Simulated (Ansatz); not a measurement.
Stepwise reaction of `[CH3][Ge]([CH3])([OH])[F]` with ammonia, as a gas-phase model of exchange steps in deposition or etching. ΔE in kJ/mol.

Computed with Ansatz on PBE0-D4/def2-TZVP structures; ΔE is electronic, products minus reactants. CCSD(T)/CBS adds triple-zeta CCSD(T) − MP2 to the extrapolated MP2 energy (def2 sets, frozen cores). This one scheme is used for every species. DFT in def2-TZVPP. B3LYP here is the variant with VWN-RPA as its local correlation; programs differ in this. For Ge outer-core shells are correlated without core-valence functions, which leaves a few kJ/mol of doubt a bond. Scalar relativity is left out up to krypton. One conformer a species, not always the lowest.

```csv
step,reaction,PBE-D4,B3LYP-D4,ωB97M-V,CCSD(T)/CBS
2,`[CH3][Ge]([NH2])([OH])[F]` + NH₃ → `[NH2][Ge]([NH2])([OH])[F]` + CH₄,-28.1,-33.0,-31.3,-29.5
```

Give the row of step 1, `[CH3][Ge]([CH3])([OH])[F]` + NH₃ → `[CH3][Ge]([NH2])([OH])[F]` + CH₄. (An estimate is asked.)

The calculation gave: 
```csv
step,reaction,PBE-D4,B3LYP-D4,ωB97M-V,CCSD(T)/CBS
1,`[CH3][Ge]([CH3])([OH])[F]` + NH₃ → `[CH3][Ge]([NH2])([OH])[F]` + CH₄,-23.4,-28.8,-27.5,-26.5
```

By hand: ΔE of the 2 steps together at CCSD(T)/CBS.

(-26.5) + (-29.5) = -56.0 kJ/mol, or -28.0 kJ/mol a step.

In ΔE the steps differ by no more than 3.0 kJ/mol. All are downhill at CCSD(T)/CBS. PBE-D4 differs from CCSD(T)/CBS by 1.4 to 3.1 kJ/mol a step. Isolated molecules leave out the surface, adducts and barriers. Largest T1 diagnostic: 0.011.
